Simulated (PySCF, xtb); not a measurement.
C3H4FNSi, SMILES N#C/C=C\[SiH2]F. The values are those of a single conformer.

Harmonic wavenumbers (cm⁻¹) from xtb with GFN2-xTB at its own minimum, in rising order: 29, 88, 178, 222, 314, 411, 536, 567, 608, 718, 728, 750, 758, 820, 928, 974, 1160, 1315, 1626, 2343, 2358, 2368, 3024, 3044.

Q: What does ωB97X-D3(BJ)/def2-SVP in PySCF give at its own minimum? (Estimate from the structure and the level; the computed values follow.)

A: 27, 84, 209, 251, 331, 443, 624, 662, 734, 743, 770, 874, 927, 953, 981, 1030, 1177, 1366, 1705, 2300, 2305, 2417, 3195, 3216. Paired by order, the mean absolute difference is 69 cm⁻¹ and the zero-point energies are 37.0 and 39.1 kcal/mol.
